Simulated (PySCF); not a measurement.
Geometry (Å), atoms numbered from 1 in this order:
```xyz
8

Ge   -0.0015    0.0091   -1.2108
Ge    0.0010   -0.0088    1.2109
H     0.8333    1.1677    1.7536
H     0.6084   -1.3231    1.7351
H    -1.4363    0.1165    1.7490
H     1.4420   -0.0130   -1.7464
H    -0.7010    1.2760   -1.7370
H    -0.7459   -1.2245   -1.7543
```

Geometry: PBE0-D3(BJ)/def2-SVP; GIAO absolute shieldings from PySCF 2.14.0 with density-fitted response routines, gas phase, non-relativistic, averaged over equivalent atoms.

At B3LYP/pcSseg-1 (pcSseg-2 on Ge) (156 basis functions, 13 s wall time on 1 thread of an x86-64 server CPU, shared host):
```csv
atoms,σ (ppm)
Ge1/Ge2,1621.1
H3/H4/H5/H6/H7/H8,27.65
```

Problem. What do these become at PBE0/pcSseg-1 (pcSseg-2 on Ge)?

Solution. 
```json
{"atoms": "Ge1/Ge2", "σ at PBE0/pcSseg-1 (pcSseg-2 on Ge)": "1664.0", "change": "+42.9"}
{"atoms": "H3/H4/H5/H6/H7/H8", "σ at PBE0/pcSseg-1 (pcSseg-2 on Ge)": "27.50", "change": "-0.15"}
```

The largest change is at Ge1/Ge2 (germanium bonded to Ge, 3 H). Cost: 156 basis functions, 15 s wall time on 1 thread of an x86-64 server CPU, shared host.

Relativistic effects, spin–orbit coupling among them, are left out; they matter for Ge and for the light atoms bonded to it.
